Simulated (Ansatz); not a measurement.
Pb₂Se₃. The state is a singlet with charge 0. Geometry PBE-D4/def2-SVP.

Cartesian coordinates in Å:
```
Pb -0.5450 0.1582 -0.7730
Pb 1.5396 -0.4459 2.1811
Se -1.9462 0.5600 -2.7520
Se 1.6364 -1.3384 -0.3929
Se -0.6847 1.0661 1.7369
```

In the def2 sets Pb takes a core potential; there is no spin–orbit coupling. Another isomer (singlet) lies 1.58 eV lower at PBE0-D4/def2-TZVP; other spin states weren't run for this one.

Task: Estimate the orbital energies around the gap (eV) in Ansatz with PBE-D4/def2-TZVP, r2SCAN-D4/def2-TZVP, B97M-V/def2-TZVP, PBE0-D4/def2-TZVP, r2SCAN0-D4/def2-TZVP.

Result: 
```json
{"orbital": "HOMO−9", "PBE-D4/def2-TZVP": "-12.98", "r2SCAN-D4/def2-TZVP": "-13.40", "B97M-V/def2-TZVP": "-12.89", "PBE0-D4/def2-TZVP": "-14.38", "r2SCAN0-D4/def2-TZVP": "-14.69"}
{"orbital": "HOMO−8", "PBE-D4/def2-TZVP": "-12.12", "r2SCAN-D4/def2-TZVP": "-12.46", "B97M-V/def2-TZVP": "-12.04", "PBE0-D4/def2-TZVP": "-13.40", "r2SCAN0-D4/def2-TZVP": "-13.66"}
{"orbital": "HOMO−7", "PBE-D4/def2-TZVP": "-7.94", "r2SCAN-D4/def2-TZVP": "-8.24", "B97M-V/def2-TZVP": "-8.08", "PBE0-D4/def2-TZVP": "-8.94", "r2SCAN0-D4/def2-TZVP": "-9.15"}
{"orbital": "HOMO−6", "PBE-D4/def2-TZVP": "-7.89", "r2SCAN-D4/def2-TZVP": "-8.21", "B97M-V/def2-TZVP": "-8.05", "PBE0-D4/def2-TZVP": "-8.92", "r2SCAN0-D4/def2-TZVP": "-9.13"}
{"orbital": "HOMO−5", "PBE-D4/def2-TZVP": "-6.98", "r2SCAN-D4/def2-TZVP": "-7.27", "B97M-V/def2-TZVP": "-7.21", "PBE0-D4/def2-TZVP": "-8.07", "r2SCAN0-D4/def2-TZVP": "-8.27"}
{"orbital": "HOMO−4", "PBE-D4/def2-TZVP": "-6.67", "r2SCAN-D4/def2-TZVP": "-6.95", "B97M-V/def2-TZVP": "-6.88", "PBE0-D4/def2-TZVP": "-7.67", "r2SCAN0-D4/def2-TZVP": "-7.86"}
{"orbital": "HOMO−3", "PBE-D4/def2-TZVP": "-6.45", "r2SCAN-D4/def2-TZVP": "-6.72", "B97M-V/def2-TZVP": "-6.58", "PBE0-D4/def2-TZVP": "-7.33", "r2SCAN0-D4/def2-TZVP": "-7.52"}
{"orbital": "HOMO−2", "PBE-D4/def2-TZVP": "-6.07", "r2SCAN-D4/def2-TZVP": "-6.35", "B97M-V/def2-TZVP": "-6.32", "PBE0-D4/def2-TZVP": "-7.10", "r2SCAN0-D4/def2-TZVP": "-7.29"}
{"orbital": "HOMO−1", "PBE-D4/def2-TZVP": "-5.77", "r2SCAN-D4/def2-TZVP": "-6.01", "B97M-V/def2-TZVP": "-5.94", "PBE0-D4/def2-TZVP": "-6.71", "r2SCAN0-D4/def2-TZVP": "-6.88"}
{"orbital": "HOMO", "PBE-D4/def2-TZVP": "-5.42", "r2SCAN-D4/def2-TZVP": "-5.66", "B97M-V/def2-TZVP": "-5.64", "PBE0-D4/def2-TZVP": "-6.42", "r2SCAN0-D4/def2-TZVP": "-6.58"}
{"orbital": "LUMO", "PBE-D4/def2-TZVP": "-4.16", "r2SCAN-D4/def2-TZVP": "-4.16", "B97M-V/def2-TZVP": "-3.95", "PBE0-D4/def2-TZVP": "-3.52", "r2SCAN0-D4/def2-TZVP": "-3.54"}
{"orbital": "LUMO+1", "PBE-D4/def2-TZVP": "-3.82", "r2SCAN-D4/def2-TZVP": "-3.78", "B97M-V/def2-TZVP": "-3.81", "PBE0-D4/def2-TZVP": "-3.26", "r2SCAN0-D4/def2-TZVP": "-3.24"}
{"orbital": "LUMO+2", "PBE-D4/def2-TZVP": "-2.78", "r2SCAN-D4/def2-TZVP": "-2.71", "B97M-V/def2-TZVP": "-2.71", "PBE0-D4/def2-TZVP": "-2.16", "r2SCAN0-D4/def2-TZVP": "-2.13"}
{"orbital": "LUMO+3", "PBE-D4/def2-TZVP": "-2.28", "r2SCAN-D4/def2-TZVP": "-2.07", "B97M-V/def2-TZVP": "-2.11", "PBE0-D4/def2-TZVP": "-1.67", "r2SCAN0-D4/def2-TZVP": "-1.56"}
{"orbital": "LUMO+4", "PBE-D4/def2-TZVP": "-1.97", "r2SCAN-D4/def2-TZVP": "-1.73", "B97M-V/def2-TZVP": "-1.81", "PBE0-D4/def2-TZVP": "-1.36", "r2SCAN0-D4/def2-TZVP": "-1.20"}
{"orbital": "LUMO+5", "PBE-D4/def2-TZVP": "-0.48", "r2SCAN-D4/def2-TZVP": "-0.26", "B97M-V/def2-TZVP": "-0.17", "PBE0-D4/def2-TZVP": "0.31", "r2SCAN0-D4/def2-TZVP": "0.44"}
```
